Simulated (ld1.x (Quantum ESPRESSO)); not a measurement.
## silver (Ag): one change to a TM potential, before and after

- Element: silver
- Generator: ld1.x (Quantum ESPRESSO) 7.5
- Type: norm-conserving Troullier–Martins (Kleinman–Bylander form)
- Functional: LDA (PZ)
- Relativity: scalar-relativistic
- Frozen core: [Kr]
- Valence charge: 11
- Reference configuration: 4d10 5s0 5p0 (charge +1)
- Partial waves: 5s (bound, empty): rc 1.70 bohr; 5p (bound, empty): rc 3.25 bohr; 4d (bound): rc 1.35 bohr; 4f channel at 0.05 Ry: rc 3.60 bohr
- Local potential: the f channel
- Core correction: a·sin(br)/r model core inside 1.35 bohr

Change: wave 5s (bound): rc 1.70 bohr becomes 5s (bound): rc 2.28 bohr.

Cutoffs: the cutoffs (Ry, on a coarse ladder) from which the occupation-weighted sum of valence levels, in a spherical-Bessel basis at the reference potential, stays within 10 and 1 mRy of its value at 400 Ry; they do not see the model core or the augmentation charge, which bear on the density cutoff. Errors are all-electron minus pseudo energies relative to the spin-unpolarised reference configuration.

Question: How do hardness, ghosts and transferability respond?

Answer: The potential gets neither clearly harder nor softer (80 Ry and 110 Ry → 80 Ry and 110 Ry); of the 9 tests that both files solve, the error grows in 5 and shrinks in 0 by more than 15 % and 0.3 meV (median size 14.7 → 14.7 meV); neither file shows a bound ghost. More of the atom is replaced by a form fitted at one configuration, so other configurations suffer.

| quantity | base | changed |
| --- | --- | --- |
| cutoff, loose | 80 Ry | 80 Ry |
| cutoff, tight | 110 Ry | 110 Ry |
| bound ghosts | none | none |
| error for 4d10 5s1 5p0, meV [ΔE -8.10 eV] | +0.9 | -7.4 |
| error for 4d9 5s0 5p0, meV [ΔE 22.38 eV] | -15 | -15 |
| error for 4d8 5s0 5p0, meV [ΔE 58.82 eV] | -166 | -166 |
| error for 4d9 5s1 5p1, meV [ΔE 0.47 eV] | -54 | -99 |
| error for 4d10 5s0.5 5p0, meV [ΔE -4.92 eV] | +0.4 | -2.1 |
| error for 4d10 5s0 5p1, meV [ΔE -4.08 eV] | -1.8 | -1.8 |
| error for 4d9 5s2 5p0, meV [ΔE -4.14 eV] | -44 | -124 |
| error for 4d10 5s1 5p0 (spin-polarised), meV [ΔE -8.25 eV] | +2.7 | -5.3 |
| error for 4d9 5s0 5p0 (spin-polarised), meV [ΔE 22.22 eV] | +20 | +20 |
| s: phases at 3.88 bohr within 0.05 rad from the reference energy up to (Ry; the scan ends near 5) | -0.0 | 0.1 |
| p: phases at 3.88 bohr within 0.05 rad from the reference energy up to (Ry; the scan ends near 5) | 0.8 | 0.8 |
| d: phases at 3.88 bohr within 0.05 rad from the reference energy up to (Ry; the scan ends near 5) | -0.1 | -0.1 |
| f: phases at 3.88 bohr within 0.05 rad from the reference energy up to (Ry; the scan ends near 5) | 1.8 | 1.8 |
